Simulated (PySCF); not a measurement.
A run for PySCF: R-MP2/6-31G* on C2H6BF (SMILES CB(C)F), a point of a torsion scan.

```python
from pyscf import gto, scf, dft, mp
from pyscf.data.elements import chemcore

mol = gto.M(
    atom='''
    C    -1.36790718   -0.17882951   -0.24421130
    B    -0.22918920    0.64889702    0.47073259
    C     0.71149270    0.08324843    1.60585196
    F    -0.04858217    1.91047904    0.10004001
    H    -1.65990764    0.25375787   -1.19758781
    H    -1.09006835   -1.21699926   -0.40448276
    H    -2.25720362   -0.19165420    0.38571061
    H     0.81368582    0.79297604    2.42438678
    H     1.71548331   -0.06327860    1.20820952
    H     0.37988703   -0.86685815    2.01258168
    ''',
    basis='6-31g*',
    cart=True,
    charge=0, spin=0, verbose=3, max_memory=1800)
mf = scf.RHF(mol)
mf.conv_tol = 1e-8
mf.max_cycle = 100
mf.kernel()
if not mf.converged:
    mf = mf.newton().run(mf.mo_coeff, mf.mo_occ)
pt = mp.MP2(mf, frozen=chemcore(mol)).run()
```

It printed:

```
converged SCF energy = -203.429524848194
E(RMP2) = -203.935973938914  E_corr = -0.506449090719495
E(SCS-RMP2) = -203.929495719021  E_corr = -0.499970870827337
```

The run converged.

Cost: around 2.8 core-seconds (rough).
